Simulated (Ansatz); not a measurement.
Ansatz (a program for electronic structure) input (HF/3-21G): The .json file is the Basis Set Exchange's 3-21G.

Ansatz 0.2 input:
```yaml
crystal:
  periodic: [false, false, false]
  atoms:
    - {symbol: C, position_ang: [-0.00000000, -0.00000000, -0.71396140]}
    - {symbol: F, position_ang: [0.00000000, 0.00000000, 0.47597426]}
basis:
  gaussian:
    orbitals: 3-21G.json
hamiltonian:
  xc: {name: HF}
total_charge: 1
phonons: {temperatures: {t_min: 298.15, t_max: 298.15, t_step: 100}}
```

Output:

```
Functional definition: HF
integrals: 0.00 GiB planned
234 factors; integrals over basis functions are off by at most 1.0e-4 eV
mean field: 0.04 GiB planned
mean field evaluation 1: about -3698.5113 eV, gradient 5.2e1 eV
mean field evaluation 2: about -3698.5124 eV, gradient 5.2e1 eV
mean field evaluation 4: about -3702.7820 eV, gradient 1.7e0 eV
mean field evaluation 8: about -3702.7970 eV, gradient 3.7e-2 eV
mean field -3702.79701530 eV, -136.0752804662 hartree, gradient 2.3e-5 eV, S^2 0.000000; 0 other end points of the search recorded, 0 dependent functions left out
the calculation of the forces begins
reference -3702.79701530 eV, -136.0752804662 hartree; 7, 7 occupied and 11, 11 virtual orbitals, 234 factors
these checks for a lower state are left out or cut short: stability, starts, cluster_reference, orbital_swaps, neighbouring_geometries, increment
integrals: 0.00 GiB planned
234 factors; integrals over basis functions are off by at most 1.0e-4 eV
mean field: 0.04 GiB planned
mean field evaluation 16: about -3702.7970 eV, gradient 1.1e-5 eV
mean field -3702.79701530 eV, -136.0752804662 hartree, gradient 1.0e-6 eV, S^2 0.000000; 0 other end points of the search recorded, 0 dependent functions left out
the calculation of the forces begins
reference -3702.79701530 eV, -136.0752804662 hartree; 7, 7 occupied and 11, 11 virtual orbitals, 234 factors
these checks for a lower state are left out or cut short: stability, starts, cluster_reference, orbital_swaps, neighbouring_geometries, increment
integrals: 0.00 GiB planned
234 factors; integrals over basis functions are off by at most 1.0e-4 eV
mean field: 0.04 GiB planned
mean field -3702.79701530 eV, -136.0752804662 hartree, gradient 1.0e-6 eV, S^2 0.000000; 0 other end points of the search recorded, 0 dependent functions left out
the calculation of the forces begins
reference -3702.79701530 eV, -136.0752804662 hartree; 7, 7 occupied and 11, 11 virtual orbitals, 234 factors
these checks for a lower state are left out or cut short: stability, starts, cluster_reference, orbital_swaps, neighbouring_geometries, increment
integrals: 0.00 GiB planned
234 factors; integrals over basis functions are off by at most 1.0e-4 eV
mean field: 0.04 GiB planned
mean field evaluation 32: about -3702.7970 eV, gradient 1.1e-5 eV
mean field -3702.79701530 eV, -136.0752804662 hartree, gradient 1.0e-6 eV, S^2 0.000000; 0 other end points of the search recorded, 0 dependent functions left out
the calculation of the forces begins
reference -3702.79701530 eV, -136.0752804662 hartree; 7, 7 occupied and 11, 11 virtual orbitals, 234 factors
these checks for a lower state are left out or cut short: stability, starts, cluster_reference, orbital_swaps, neighbouring_geometries, increment
integrals: 0.00 GiB planned
234 factors; integrals over basis functions are off by at most 1.0e-4 eV
mean field: 0.04 GiB planned
mean field -3702.79701530 eV, -136.0752804662 hartree, gradient 1.0e-6 eV, S^2 0.000000; 0 other end points of the search recorded, 0 dependent functions left out
the calculation of the forces begins
reference -3702.79701530 eV, -136.0752804662 hartree; 7, 7 occupied and 11, 11 virtual orbitals, 234 factors
these checks for a lower state are left out or cut short: stability, starts, cluster_reference, orbital_swaps, neighbouring_geometries, increment
integrals: 0.00 GiB planned
234 factors; integrals over basis functions are off by at most 1.0e-4 eV
mean field: 0.04 GiB planned
mean field -3702.79675056 eV, -136.0752707373 hartree, gradient 1.0e-6 eV, S^2 0.000000; 0 other end points of the search recorded, 0 dependent functions left out
the calculation of the forces begins
reference -3702.79675056 eV, -136.0752707373 hartree; 7, 7 occupied and 11, 11 virtual orbitals, 234 factors
these checks for a lower state are left out or cut short: stability, starts, cluster_reference, orbital_swaps, neighbouring_geometries, increment
integrals: 0.00 GiB planned
234 factors; integrals over basis functions are off by at most 1.0e-4 eV
mean field: 0.04 GiB planned
mean field -3702.79675395 eV, -136.0752708619 hartree, gradient 1.0e-6 eV, S^2 0.000000; 0 other end points of the search recorded, 0 dependent functions left out
the calculation of the forces begins
reference -3702.79675395 eV, -136.0752708619 hartree; 7, 7 occupied and 11, 11 virtual orbitals, 234 factors
these checks for a lower state are left out or cut short: stability, starts, cluster_reference, orbital_swaps, neighbouring_geometries, increment
integrals: 0.00 GiB planned
234 factors; integrals over basis functions are off by at most 1.0e-4 eV
mean field: 0.04 GiB planned
mean field evaluation 64: about -3702.7970 eV, gradient 1.1e-5 eV
mean field -3702.79701530 eV, -136.0752804662 hartree, gradient 1.0e-6 eV, S^2 0.000000; 0 other end points of the search recorded, 0 dependent functions left out
the calculation of the forces begins
reference -3702.79701530 eV, -136.0752804662 hartree; 7, 7 occupied and 11, 11 virtual orbitals, 234 factors
these checks for a lower state are left out or cut short: stability, starts, cluster_reference, orbital_swaps, neighbouring_geometries, increment
integrals: 0.00 GiB planned
234 factors; integrals over basis functions are off by at most 1.0e-4 eV
mean field: 0.04 GiB planned
mean field -3702.79701530 eV, -136.0752804662 hartree, gradient 1.0e-6 eV, S^2 0.000000; 0 other end points of the search recorded, 0 dependent functions left out
the calculation of the forces begins
reference -3702.79701530 eV, -136.0752804662 hartree; 7, 7 occupied and 11, 11 virtual orbitals, 234 factors
these checks for a lower state are left out or cut short: stability, starts, cluster_reference, orbital_swaps, neighbouring_geometries, increment
integrals: 0.00 GiB planned
234 factors; integrals over basis functions are off by at most 1.0e-4 eV
mean field: 0.04 GiB planned
mean field -3702.79701530 eV, -136.0752804662 hartree, gradient 1.0e-6 eV, S^2 0.000000; 0 other end points of the search recorded, 0 dependent functions left out
the calculation of the forces begins
reference -3702.79701530 eV, -136.0752804662 hartree; 7, 7 occupied and 11, 11 virtual orbitals, 234 factors
these checks for a lower state are left out or cut short: stability, starts, cluster_reference, orbital_swaps, neighbouring_geometries, increment
integrals: 0.00 GiB planned
234 factors; integrals over basis functions are off by at most 1.0e-4 eV
mean field: 0.04 GiB planned
mean field -3702.79701530 eV, -136.0752804662 hartree, gradient 1.0e-6 eV, S^2 0.000000; 0 other end points of the search recorded, 0 dependent functions left out
the calculation of the forces begins
reference -3702.79701530 eV, -136.0752804662 hartree; 7, 7 occupied and 11, 11 virtual orbitals, 234 factors
these checks for a lower state are left out or cut short: stability, starts, cluster_reference, orbital_swaps, neighbouring_geometries, increment
integrals: 0.00 GiB planned
234 factors; integrals over basis functions are off by at most 1.0e-4 eV
mean field: 0.04 GiB planned
mean field evaluation 96: about -3702.7968 eV, gradient 1.1e-5 eV
mean field -3702.79675395 eV, -136.0752708619 hartree, gradient 1.0e-6 eV, S^2 0.000000; 0 other end points of the search recorded, 0 dependent functions left out
the calculation of the forces begins
reference -3702.79675395 eV, -136.0752708619 hartree; 7, 7 occupied and 11, 11 virtual orbitals, 234 factors
these checks for a lower state are left out or cut short: stability, starts, cluster_reference, orbital_swaps, neighbouring_geometries, increment
integrals: 0.00 GiB planned
234 factors; integrals over basis functions are off by at most 1.0e-4 eV
mean field: 0.04 GiB planned
mean field -3702.79675056 eV, -136.0752707373 hartree, gradient 1.0e-6 eV, S^2 0.000000; 0 other end points of the search recorded, 0 dependent functions left out
the calculation of the forces begins
reference -3702.79675056 eV, -136.0752707373 hartree; 7, 7 occupied and 11, 11 virtual orbitals, 234 factors
Total energy: -3702.79701530 eV, -136.0752804662 hartree
Atom 0 at    -0.000000    -0.000000    -0.713961 Å, force    -0.000000     0.000000    -0.000084 eV/Å
Atom 1 at     0.000000     0.000000     0.475974 Å, force     0.000000    -0.000000     0.000084 eV/Å
Dipole moment:     0.000000     0.000000    -0.400668 e Å
Vibrations: 1763.68 cm⁻¹, zero-point energy 0.109334 eV
```

The blocks after the first are displaced geometries, from whose forces the wavenumbers follow.

The dipole moment of an ion depends on the origin.
